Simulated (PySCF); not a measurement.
AlF2, SMILES [F][Al+][F], charge +1. Atoms are numbered in the order given.

```xyz
3

Al     0.0000     0.0000     0.0000
F      0.0000     0.0000    -1.5918
F      0.0000     0.0000     1.5918
```
Charge +1, spin multiplicity 1.

Coordinates come from a B3LYP-D3(BJ)/def2-TZVP optimisation. The spin state was assumed, not searched. The isomer is the one that the SMILES or the coordinates give; other isomers of the formula were not compared.

Calculation: B3LYP/pcSseg-2 in PySCF.

GIAO shieldings, no solvent; atoms alike by connectivity are averaged. δ = σ(ref) − σ: ¹⁹F against CFCl3 (σ = 159.6 ppm), references at their B3LYP-D3(BJ)/def2-TZVP geometries, non-relativistic.

Computed chemical shifts:
```json
[
 {"nucleus": "¹⁹F", "atoms": "F2, F3", "count": "2", "δ (ppm)": "-223.9"}
]
```
